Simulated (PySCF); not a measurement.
C2H8GeO. Atoms are numbered in the order given.

```xyz
12

Ge     0.2746    -0.0402     0.0000
C     -0.3335     0.8987     1.6182
C     -0.3335     0.8987    -1.6182
O     -0.3242    -1.7514     0.0000
H      1.8144    -0.2300     0.0000
H     -1.4371     1.0023     1.6214
H     -0.0271     0.3427     2.5254
H      0.1097     1.9142     1.6587
H     -0.0271     0.3427    -2.5254
H     -1.4371     1.0023    -1.6214
H      0.1097     1.9142    -1.6587
H     -1.2984    -1.7750     0.0000
```
Charge 0, spin multiplicity 1.

Geometry optimised at PBE-D3(BJ)/def2-SVP. This is a generated structure with no PubChem entry under its InChIKey; it may be hypothetical. The values are those of a single conformer.

The numbers are results of PBE-D3(BJ)/def2-SVP in PySCF, not measurements.

Frequencies are harmonic and unscaled.

| mode | ν (cm⁻¹) | IR (km/mol) | moving atoms (share of kinetic energy) |
|---|---|---|---|
| 1 | 109 | 1.6 | H 98 % |
| 2 | 118 | 0.1 | H 96 % |
| 3 | 143 | 60.1 | H 89 % |
| 4 | 166 | 0.6 | C 51 %, H 36 %, Ge 11 % |
| 5 | 196 | 7.3 | H 28 %, Ge 28 %, O 22 %, C 22 % |
| 6 | 208 | 51.7 | O 54 %, H 24 %, C 14 %, Ge 9 % |
| 7 | 564 | 5.4 | C 69 %, H 20 % |
| 8 | 575 | 37.6 | H 87 % |
| 9 | 593 | 18.6 | C 54 %, H 30 %, Ge 16 % |
| 10 | 655 | 49.8 | O 43 %, H 40 %, Ge 14 % |
| 11 | 676 | 49.6 | H 55 %, O 36 % |
| 12 | 718 | 35.2 | H 78 %, C 18 % |
| 13 | 806 | 40.4 | H 75 %, C 23 % |
| 14 | 812 | 59.2 | H 85 %, C 14 % |
| 15 | 816 | 51.6 | H 80 %, C 16 % |
| 16 | 900 | 102.7 | H 90 % |
| 17 | 1198 | 12.0 | H 79 %, C 20 % |
| 18 | 1204 | 8.0 | H 81 %, C 19 % |
| 19 | 1379 | 1.2 | H 95 % |
| 20 | 1380 | 0.1 | H 95 % |
| 21 | 1385 | 3.0 | H 96 % |
| 22 | 1392 | 7.9 | H 96 % |
| 23 | 2086 | 138.9 | H 99 % |
| 24 | 2979 | 4.3 | H 97 % |
| 25 | 2979 | 4.5 | H 97 % |
| 26 | 3080 | 0.0 | H 91 %, C 9 % |
| 27 | 3081 | 11.3 | H 91 %, C 9 % |
| 28 | 3094 | 4.4 | H 91 %, C 9 % |
| 29 | 3094 | 2.2 | H 91 %, C 9 % |
| 30 | 3734 | 35.5 | H 94 % |
